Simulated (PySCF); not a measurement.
GeH5, charge -1. Atoms are numbered in the order given.

```xyz
6

Ge     0.0000     0.0000     0.0000
H      0.0000     0.0000     1.7315
H      0.0000     0.0000    -1.7315
H      1.5860     0.0000     0.0000
H     -0.7930     1.3735     0.0000
H     -0.7930    -1.3735     0.0000
```
Charge -1, spin multiplicity 1.

The structure is a stationary point at B3LYP-D3(BJ)/def2-TZVPD.

The numbers are results of HF/pcSseg-2 (PySCF), not measurements.

GIAO shieldings, no solvent; atoms alike by connectivity are averaged. δ = σ(ref) − σ: ⁷³Ge against GeH4 (σ = 1766.1 ppm); ¹H against TMS (σ = 31.98 ppm), references at their B3LYP-D3(BJ)/def2-TZVP geometries, non-relativistic.

**Question.** Estimate the chemical shifts. (Estimate from the structure and the level; the computed values follow.)

**Answer.** 
```
nucleus               atoms  count  δ (ppm)
-------  ------------------  -----  -------
⁷³Ge                    Ge1      1   -141.7
¹H       H2, H3, H4, H5, H6      5     5.84
```
